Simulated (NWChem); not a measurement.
# SiH2O2, singlet; SMILES O[Si]O

```xyz
5

Si     0.6319     0.0252     0.0000
O     -0.4246     1.3067     0.0000
H     -1.3649     1.0793     0.0000
O     -0.4944    -1.2215     0.0000
H     -0.1302    -2.1134     0.0000
```
Atoms are numbered in this order, from 1.

Low-valent species are run as closed-shell singlets; no triplet was tried in these runs. The geometry was optimised at PBE0/def2-SVP.

Symmetry labels are those of Cs in the frame above (b1 and b2, or b-type labels, depend on it). States above −ε(HOMO) = 7.1 eV lie in this functional's continuum and hang on the basis.

List the 4 lowest vertical singlet excitations from B3LYP/def2-SVPD, TDA (NWChem).


```
state  energy (eV)  oscillator strength  symmetry  leading excitation (squared amplitude)
-----  -----------  -------------------  --------  --------------------------------------
S1            5.43                0.168        a"                      HOMO → LUMO (0.94)
S2            6.33                0.118        a'                    HOMO → LUMO+1 (0.93)
S3            6.73                0.113        a'                    HOMO → LUMO+2 (0.82)
S4            7.35                0.182        a'                    HOMO−1 → LUMO (0.70)
```
